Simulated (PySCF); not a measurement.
W(NH)(F)2(Cl)2 (Cl2F2HNW), SMILES [F][W](=[NH])([Cl])([F])[Cl], multiplicity 1.

Geometry optimised at PBE0-D3(BJ)/def2-SVP. The multiplicity is an assumed one; no other spin state was optimised. The structure was generated by enumeration; whether it is a known compound was not checked. The def2 effective core potentials stand for the cores of W; spin–orbit coupling is left out.

Calculation: B3LYP/def2-TZVP (PySCF).

Symmetry labels are those of the subgroup Cs that the program uses (full group Cs).

Computed valence orbital energies around the gap with their symmetry:
| orbital | symmetry | energy (eV) |
|---|---|---|
| HOMO−7 | A" | -11.32 |
| HOMO−6 | A' | -10.97 |
| HOMO−5 | A' | -10.44 |
| HOMO−4 | A" | -10.20 |
| HOMO−3 | A' | -9.91 |
| HOMO−2 | A" | -9.75 |
| HOMO−1 | A' | -8.98 |
| HOMO | A" | -8.77 |
| LUMO | A' | -3.56 |
| LUMO+1 | A" | -3.40 |
| LUMO+2 | A" | -2.52 |
| LUMO+3 | A' | -2.28 |
